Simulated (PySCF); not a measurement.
Species: C5H6O2.
Geometry (GFN2-xTB, Å), atoms numbered from 1 in this order:
```xyz
13
C5H6O2 angstrom
C      2.026    0.217    1.519
C      1.611   -0.052    0.424
C      1.111   -0.357   -0.888
O      1.684   -0.062   -1.907
C     -0.208   -1.129   -0.879
O     -0.980   -0.977    0.283
C     -1.597    0.284    0.387
H      2.382    0.444    2.481
H      0.047   -2.194   -0.935
H     -0.776   -0.861   -1.783
H     -2.184    0.262    1.303
H     -2.260    0.470   -0.468
H     -0.860    1.093    0.446
```

The closed-shell SCF was solved with PySCF and density fitting under several settings on one GFN2-xTB geometry (grid level 2 and gas phase unless stated).

```
                   settings  basis functions  SCF cycles     E (Eh)  HOMO (eV)  LUMO (eV)  dipole (D)
              PBE0/6-311G**              162          15  -344.1721      -7.41      -1.88        2.33
PBE0/pcSseg-1, grid level 3              149          14  -344.0507      -7.51      -1.98        2.44
```

Problem. Estimate the rows for these settings: (1) B97-D/STO-3G; (2) BLYP/IGLO-II, energy threshold 1e-06 Eh; (3) PBE0/pcJ-1, fitting basis def2-universal-jkfit.

Solution. 
```json
{"settings": "B97-D/STO-3G", "basis functions": "41", "SCF cycles": "16", "E (Eh)": "-339.8523", "HOMO (eV)": "-2.42", "LUMO (eV)": "0.01", "dipole (D)": "1.13"}
{"settings": "BLYP/IGLO-II, energy threshold 1e-06 Eh", "basis functions": "190", "SCF cycles": "10", "E (Eh)": "-344.4826", "HOMO (eV)": "-5.77", "LUMO (eV)": "-2.81", "dipole (D)": "2.30"}
{"settings": "PBE0/pcJ-1, fitting basis def2-universal-jkfit", "basis functions": "249", "SCF cycles": "11", "E (Eh)": "-344.0940", "HOMO (eV)": "-7.51", "LUMO (eV)": "-1.98", "dipole (D)": "2.45"}
```

Problem. Over all rows, what range does the HOMO–LUMO gap span?

Solution. From 2.43 eV to 5.53 eV.

Problem. And the dipole moment?

Solution. From 1.13 D (B97-D/STO-3G) to 2.45 D (PBE0/pcJ-1, fitting basis def2-universal-jkfit); the largest is 2.17 times the smallest, and the median is 2.33 D.

Problem. Compare two rows with the functional PBE0: PBE0/pcSseg-1, grid level 3 and PBE0/6-311G**. Which energy is lower, and by how much?

Solution. PBE0/6-311G** (162 functions) lies 0.1214 Eh or 76 kcal/mol below PBE0/pcSseg-1, grid level 3 (149 functions).

Whole jobs, the steps after the SCF included, on one thread of an Arm Neoverse V1, no GPU, shared host:

| settings | work after the SCF | wall time | peak memory |
| --- | --- | --- | --- |
| PBE0/6-311G** | 12 singlets by TDA, 2 Tamm–Dancoff triplets, polarisability | 16 s | 0.73 GiB |
| PBE0/pcSseg-1, grid level 3 | shieldings, charges and field gradients | 17 s | 0.74 GiB |
| B97-D/STO-3G | spin–spin couplings from 11 perturbed nuclei, spin–dipole term left out | 5.7 s | 0.34 GiB |
| BLYP/IGLO-II, energy threshold 1e-06 Eh | shieldings, charges and field gradients | 24 s | 0.67 GiB |
| PBE0/pcJ-1, fitting basis def2-universal-jkfit | 25 singlets by full TDDFT, 5 Tamm–Dancoff triplets, polarisability | 50 s | 0.92 GiB |

B97-D ran without the empirical dispersion term, which would shift the total energy alone. Cycle counts include a coarse-grid stage where the run had one. All basis functions are spherical, in the Pople sets too.

One conformer stands for the species.
